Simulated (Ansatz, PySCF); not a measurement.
Complex: H2O (SMILES O) (first 3 atoms) with C2H3N (SMILES CC#N); geometry from B3LYP-D3(BJ)/def2-TZVP.
(charge 0, multiplicity 1):
```xyz
9

O     -0.121     0.161    -0.881
H      0.022     0.113     0.076
H     -1.041     0.424    -0.978
C      0.830    -0.150     4.636
C      0.460    -0.035     3.236
N      0.170     0.055     2.129
H      1.239    -1.141     4.834
H      1.582     0.599     4.886
H     -0.045     0.004     5.268
```

Basis-set superposition error: the interaction energy with monomers in their own basis, and in the dimer's basis (counterpoise).

Run with Ansatz (Gaussian basis) for Hartree–Fock, density functionals and correlated methods; PySCF for 6-31G* rows. 

| level | uncorrected (kcal/mol) | counterpoise (kcal/mol) | difference |
|---|---|---|---|
| HF/6-31G* | -4.13 | -3.49 | 0.64 |
| BLYP/def2-TZVPPD | -4.06 | -3.99 | 0.08 |
| B3LYP/6-31G* | -5.31 | -4.23 | 1.08 |
| B3LYP/def2-TZVPPD | -4.42 | -4.35 | 0.06 |
| PBE0/def2-TZVPPD | -4.78 | -4.73 | 0.05 |
| CAM-B3LYP/def2-TZVPPD | -5.01 | -4.95 | 0.06 |
| wB97X-V/def2-TZVPPD | -4.90 | -4.85 | 0.05 |
| wB97M-V/def2-TZVPPD | -4.85 | -4.80 | 0.05 |
| B2PLYP/def2-TZVPPD | -4.76 | -4.60 | 0.16 |
| SCS-MP2/aug-cc-pVQZ | -4.75 | -4.47 | 0.29 |

The error is largest for B3LYP/6-31G* (1.08 kcal/mol) and smallest for wB97X-V/def2-TZVPPD (0.05 kcal/mol).

Ansatz is a first-principles code.
